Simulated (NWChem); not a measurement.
System: CH₄AlFOS; SMILES C[S][Al]([OH])[F]

```xyz
9

Al    -0.0920     0.7676    -0.0007
F      0.8112     2.1609     0.0015
O     -1.7840     0.8157     0.0221
H     -2.3378     1.5970     0.0476
S      0.8851    -1.1525    -0.0312
C     -0.5806    -2.2577    -0.0275
H     -1.5209    -1.6926     0.0083
H     -0.5170    -2.9149     0.8498
H     -0.5584    -2.8696    -0.9391
```
Atoms are numbered in this order, from 1.

Program: NWChem. Pople sets run with spherical d functions. All runs use the structure optimised with PBE0/def2-SVP. GIAO values for the isolated, static molecule; σ is the absolute isotropic shielding, δ = σ(reference) − σ with the isolated reference molecule computed at the same levels (13C: tetramethylsilane, 19F: trichlorofluoromethane, 1H: tetramethylsilane, 17O: water).

| level | σ Al1 (ppm) | δ F2 (ppm) | δ O3 (ppm) | δ H4 (ppm) | σ S5 (ppm) | δ C6 (ppm) | δ H7 (rotor mean) (ppm) |
|---|---|---|---|---|---|---|---|
| Hartree-Fock/6-31G* | 524.9 | -109.9 | 1.6 | 1.58 | 837.7 | 7.4 | 2.09 |
| LDA (Slater exchange, VWN5)/pcSseg-1 | 408.4 | -177.7 | 34.7 | 1.80 | 712.3 | 10.1 | 2.25 |
| PBE0/pcSseg-1 | (withheld) | (withheld) | (withheld) | 1.56 | (withheld) | (withheld) | 2.23 |

Fill in the missing entries.


- PBE0/pcSseg-1, σ Al1 (ppm): 442.7
- PBE0/pcSseg-1, δ F2 (ppm): -166.4
- PBE0/pcSseg-1, δ O3 (ppm): 17.8
- PBE0/pcSseg-1, σ S5 (ppm): 750.1
- PBE0/pcSseg-1, δ C6 (ppm): 10.8
